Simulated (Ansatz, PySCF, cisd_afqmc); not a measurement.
System: SeO$_{2}$, charge 0, singlet. SeO2 (SMILES O=[Se]=O).
B3LYP-D3(BJ)/def2-TZVP minimum from Ansatz (a program for electronic structure):
```
Se
O 1 1.6119
O 1 1.6119 2 113.77
```
Charge 0, spin multiplicity 1.

Atomisation energy term by term, kcal/mol (programs: Ansatz, cisd_afqmc). Open shells are spin-unrestricted; no spin-orbit coupling. Correlated methods leave the cores frozen (noble-gas shells, and filled d and f shells in the p block). No relativity. The Monte Carlo rows (phaseless AFQMC, CISD trial, step 0.005/hartree) carry one-sigma bars that omit the constraint's bias. Outlying blocks are dropped, and bars are widened where a walk drifts. Over all cases where full CI ran beside it in this data, AFQMC minus full CI had a median of +0.1 mEh and passed +0.4 mEh in a tenth of the cases. CBS(X,Y): correlation extrapolated as X^-3, Hartree-Fock from the larger set (Q,5: extrapolated as (X+1)exp(-9√X)). A bracket is a step between two methods taken in the basis named. The T1 diagnostic of O2Se (O=[Se]=O, singlet) reaches 0.030 in the sets run. The restricted determinant of O2Se (O=[Se]=O, singlet) is unstable towards broken spin symmetry in at least one set run.

```csv
term,basis,kcal/mol
Hartree-Fock,"CBS(cc-pVQZ,cc-pV5Z)",45.88
CCSD correlation,"CBS(cc-pVQZ,cc-pV5Z)",143.56
(T),"CBS(cc-pVQZ,cc-pV5Z)",19.99
CCSDT(Q) - CCSD(T),cc-pVTZ,1.89
CCSDTQ - CCSDT(Q),cc-pVDZ,-0.76
minus zero-point energy,Hessian by PySCF at B3LYP-D3(BJ)/def2-TZVP,-3.37
sum: D0,,207.2
```

The step beyond CCSD(T) by other levels: CCSDTQ in cc-pVDZ 2.04; AFQMC/CISD in cc-pVDZ 2.00 ± 0.30; CCSDT(Q) in cc-pVDZ 2.80 kcal/mol.
